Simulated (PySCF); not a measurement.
An unknown shows these calculated signals:

¹H NMR (600 MHz, computed): δ 5.16 (m, 1H), 4.67 (m, 2H), 4.40 (m, 2H), 4.22 (m, 2H), 2.14 (m, 1H), 1.28 (m, 1H).

¹³C{¹H} NMR (computed): δ 79.9 (CH2), 67.2 (CH2), 36.2 (CH2).

PySCF 2.14.0 with density-fitted response routines calculation with σ from GIAO-PBE0/pcSseg-1 and GFN2-xTB structure; relativity neglected, one computed conformer, one averaged value for each set of equivalent atoms, isolated molecule.

References, each an isolated molecule treated in the same way: TMS for ¹H, ¹³C.

**Question.** Which of these does the molecule contain: a CF3 group, a C≡C triple bond, a (CH3)2CH unit, a Si–H bond?

**Answer.** 
- A CF3 group: no.
- A C≡C triple bond: no.
- A (CH3)2CH unit: no.
- A Si–H bond: yes (δH 5.16 (m)).

The data belong to `FC[SiH]1OCCCO1`, C$_{4}$H$_{9}$FO$_{2}$Si; they needn't prove each group on their own.

Carbon signals by region: 2 at 50–100 ppm, 1 below 50 ppm.

Splittings by ¹⁹F in the carbon and heteronuclear signals aren't shown, as no couplings were computed. Shifts are as computed. Against solution values, carbons near 30 ppm lie about +3 ppm off and those near 130 ppm about +5 ppm. Of 1211 compounds with measured shifts, 218 miss one by over three times the rms of a fit or turn the order of signals round; such compounds aren't used in these exercises. Multiplicities follow the n + 1 count of equivalent neighbours, as no J values were calculated; m marks all less simple cases, F and P coupling included.
